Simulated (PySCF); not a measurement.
Compound: SiH2Me(OEt), C3H10OSi.
Bonds: Si1–C4, Si1–O8, O8–C9, C9–C10. Hydrogens: H2, H3 on Si1; H5, H6, H7 on C4; H11, H12 on C9; H13, H14, H15 on C10.

The calculation used PySCF, PBE0-D3(BJ)/def2-SVP geometry optimisation, gas phase.

**Question.** What internal coordinates does the optimisation give?

**Answer.** 
| bond | length (Å) |
| --- | --- |
| Si1–H2, Si1–H3 | 1.500 |
| Si1–C4 | 1.863 |
| Si1–O8 | 1.668 |
| C4–H5, C4–H6, C4–H7 | 1.101 |
| O8–C9 | 1.406 |
| C9–C10 | 1.511 |
| C9–H11, C9–H12 | 1.108 |
| C10–H13, C10–H14, C10–H15 | 1.100 |

Bonds in one row agree within 0.01 Å and their mean is given. A selection of angles:
| angle | degrees |
| --- | --- |
| H2–Si1–H3 | 107.7 |
| H2–Si1–C4 | 111.1 |
| H2–Si1–O8 | 109.8 |
| C4–Si1–O8 | 107.4 |
| Si1–C4–H5 | 110.6 |
| H5–C4–H6 | 108.3 |
| Si1–O8–C9 | 123.9 |
| O8–C9–C10 | 109.5 |
| O8–C9–H11 | 110.4 |
| C10–C9–H11 | 109.9 |
| H11–C9–H12 | 106.6 |
| C9–C10–H13 | 110.9 |
| C9–C10–H14 | 110.4 |
| H13–C10–H14 | 108.6 |
| H14–C10–H15 | 108.0 |

Dihedral angles: C4–Si1–O8–C9 -179° (antiperiplanar); Si1–O8–C9–C10 178° (antiperiplanar). The mirror-image conformer, all signs reversed, is as good.

Si1 (silicon bonded to C, O and 2 H) is tetrahedral (angles from 107.4° to 111.1°). The 5 heavy atoms lie in one plane (0.012 Å rms).

Point group: near Cs, missed by 0.08 Å at most; the miss may be what the optimiser left on a soft mode. Whether it is a minimum is left open (no frequencies). One conformer, not necessarily the lowest.
